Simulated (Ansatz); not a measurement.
Geometry optimisation, RHF/def2-SVP (Ansatz 0.2.0).

input.yaml

```yaml
crystal:
  periodic: [false, false, false]
  atoms:
    - { symbol: B, position_ang: [0.004429, 0.334479, -0.072558] }
    - { symbol: F, position_ang: [-0.205789, 0.321652, 1.222586] }
    - { symbol: F, position_ang: [1.224579, 0.366469, -0.506966] }
    - { symbol: Cl, position_ang: [-1.348123, 0.467611, -1.175171] }
    - { symbol: S, position_ang: [0.035905, -2.689028, 0.59014] }
    - { symbol: H, position_ang: [-1.2628, -2.96489, 0.444594] }
    - { symbol: H, position_ang: [-0.180201, -1.778792, 1.588875] }
basis:
  gaussian: { orbitals: def2-SVP }
hamiltonian:
  xc: hf
relax:
  f_tol: 0.03
  max_steps: 50
```

Run as:

```bash
$ ansatz run input.yaml --threads 1 --pin off --max-ram 2048MiB --backend cpu --events-out ev --progress --plain --runs-dir out
```

Task: Where does it end, and by what steps?

Result: The run converged. After 11 steps the energy has fallen by 0.159 eV; H7 moved furthest, 0.74 Å.

| step | energy less start (eV) | largest force component (eV/Å) | accepted |
| --- | --- | --- | --- |
| 0 | 0.0000 | 0.986 | yes |
| 1 | -0.1076 | 0.364 | yes |
| 2 | -0.0547 | 1.412 | no |
| 3 | -0.1131 | 0.562 | yes |
| 4 | -0.1357 | 0.490 | yes |
| 5 | -0.1426 | 0.515 | yes |
| 6 | -0.1479 | 0.480 | yes |
| 7 | -0.1527 | 0.428 | yes |
| 8 | -0.1509 | 0.767 | no |
| 9 | -0.1571 | 0.119 | yes |
| 10 | -0.1282 | 0.832 | no |
| 11 | -0.1586 | 0.026 | yes |

```xyz
7
Properties=species:S:1:pos:R:3
B 0.012 0.530 -0.145
F -0.183 0.703 1.128
F 1.226 0.480 -0.598
Cl -1.351 0.484 -1.247
S 0.016 -2.753 0.638
H -1.281 -2.944 0.392
H -0.171 -2.442 1.923
```

Whether the end is a true minimum wasn't checked by a vibrational analysis.

The run took 26 s on 1 thread of Arm Neoverse V1, with other jobs on the host, peak memory 0.16 GiB.
